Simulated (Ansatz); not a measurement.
Geometry optimisation of the cluster Al₂B₂.

```yaml
crystal:
  periodic: [false, false, false]
  atoms:
    - {symbol: B, position_ang: [-0.017343, -0.732863, 0.566813]}
    - {symbol: B, position_ang: [0.018092, 0.746967, 0.548190]}
    - {symbol: Al, position_ang: [-1.707438, 0.034048, -0.559990]}
    - {symbol: Al, position_ang: [1.706689, -0.048142, -0.555012]}
basis:
  gaussian: {orbitals: def2-TZVP}
magnetization: {spin_polarized: true, initial_magnetization: 2}
hamiltonian: {xc: pbe0, dispersion: d4}
scf: {lower_state_search: "off"}
output: {orbitals: {seedname: orbitals}}
relax: {f_tol: 0.02, max_steps: 100}
```

```sh
$ ansatz run in.yaml --threads 2 --pin off --events-out ev --progress --plain --max-ram 4352MiB
```

It prints (some lines left out):

```
Functional definition: PBE0
mean field -14533.69937964 eV, -534.1036009066 hartree, gradient 1.0e-6 eV, S^2 2.053995; 0 other end points of the search recorded, 0 dependent functions left out
relax step   1: F+E_penalty+E_count = -14533.81460260 eV  Δ(F+E_penalty+E_count) = +0.000e0 eV  max|allowed force component| = 1.833e0 eV/Å  Δτ_max = 0.0000 Å  (25 SCF iters, accepted)
mean field -14533.77375012 eV, -534.1063339711 hartree, gradient 2.5e-6 eV, S^2 2.050181; 0 other end points of the search recorded, 0 dependent functions left out
relax step   2: F+E_penalty+E_count = -14533.88866107 eV  Δ(F+E_penalty+E_count) = -7.406e-2 eV  max|allowed force component| = 4.908e-1 eV/Å  Δτ_max = 0.0383 Å  (27 SCF iters, accepted)
mean field -14533.78106951 eV, -534.1066029537 hartree, gradient 1.0e-6 eV, S^2 2.048582; 0 other end points of the search recorded, 0 dependent functions left out
relax step   3: F+E_penalty+E_count = -14533.89563663 eV  Δ(F+E_penalty+E_count) = -6.976e-3 eV  max|allowed force component| = 3.388e-2 eV/Å  Δτ_max = 0.0174 Å  (28 SCF iters, accepted)
mean field -14533.78116984 eV, -534.1066066411 hartree, gradient 1.2e-6 eV, S^2 2.048724; 0 other end points of the search recorded, 0 dependent functions left out
relax step   4: F+E_penalty+E_count = -14533.89567926 eV  Δ(F+E_penalty+E_count) = -4.263e-5 eV  max|allowed force component| = 1.730e-2 eV/Å  Δτ_max = 0.0039 Å  (21 SCF iters, accepted)
mean field -14533.78227679 eV, -534.1066473205 hartree, gradient 2.1e-6 eV, S^2 2.048574; 0 other end points of the search recorded, 0 dependent functions left out
relax step   5: F+E_penalty+E_count = -14533.89681821 eV  Δ(F+E_penalty+E_count) = -1.139e-3 eV  max|allowed force component| = 3.492e-2 eV/Å  Δτ_max = 0.0256 Å  (28 SCF iters, accepted)
mean field -14533.78460707 eV, -534.1067329568 hartree, gradient 1.1e-6 eV, S^2 2.047743; 0 other end points of the search recorded, 0 dependent functions left out
relax step   6: F+E_penalty+E_count = -14533.89931883 eV  Δ(F+E_penalty+E_count) = -2.501e-3 eV  max|allowed force component| = 6.775e-2 eV/Å  Δτ_max = 0.0260 Å  (27 SCF iters, accepted)
mean field -14533.78511870 eV, -534.1067517590 hartree, gradient 2.4e-6 eV, S^2 2.047330; 0 other end points of the search recorded, 0 dependent functions left out
relax step   7: F+E_penalty+E_count = -14533.90003312 eV  Δ(F+E_penalty+E_count) = -7.143e-4 eV  max|allowed force component| = 4.928e-2 eV/Å  Δτ_max = 0.0150 Å  (29 SCF iters, accepted)
mean field -14533.78645285 eV, -534.1068007879 hartree, gradient 1.2e-6 eV, S^2 2.045799; 0 other end points of the search recorded, 0 dependent functions left out
relax step   8: F+E_penalty+E_count = -14533.90160307 eV  Δ(F+E_penalty+E_count) = -1.570e-3 eV  max|allowed force component| = 5.214e-2 eV/Å  Δτ_max = 0.0280 Å  (28 SCF iters, accepted)
mean field -14533.78550032 eV, -534.1067657830 hartree, gradient 1.9e-6 eV, S^2 2.039297; 0 other end points of the search recorded, 0 dependent functions left out
relax step   9: F+E_penalty+E_count = -14533.90083812 eV  Δ(F+E_penalty+E_count) = +7.649e-4 eV  max|allowed force component| = 8.196e-2 eV/Å  Δτ_max = 0.0641 Å  (30 SCF iters, rejected (line search))
mean field -14533.78755782 eV, -534.1068413948 hartree, gradient 1.4e-6 eV, S^2 2.043507; 0 other end points of the search recorded, 0 dependent functions left out
relax step  10: F+E_penalty+E_count = -14533.90284040 eV  Δ(F+E_penalty+E_count) = -1.237e-3 eV  max|allowed force component| = 8.765e-3 eV/Å  Δτ_max = 0.0222 Å  (27 SCF iters, accepted)
Total energy: -14533.90286523 eV, -534.1110788640 hartree
Atom 0 at     0.070582    -0.758811     0.530751 Å, force    -0.008765     0.002578    -0.007896 eV/Å
Atom 1 at    -0.071420     0.771939     0.511140 Å, force     0.008682    -0.002567    -0.007541 eV/Å
Atom 2 at    -1.696688     0.075951    -0.523416 Å, force     0.002249    -0.003939     0.007794 eV/Å
Atom 3 at     1.697527    -0.089069    -0.518475 Å, force    -0.002165     0.003928     0.007643 eV/Å
Dipole moment:     0.000322    -0.004968    -0.393850 e Å
Checks for a lower state left out: stability, starts, cluster_reference, orbital_swaps, neighbouring_geometries, increment
```

Hardware: 2 threads of Arm Neoverse V2 on a shared host. Wall time 31 s.

The structure comes from a short search, and lower isomers may exist.
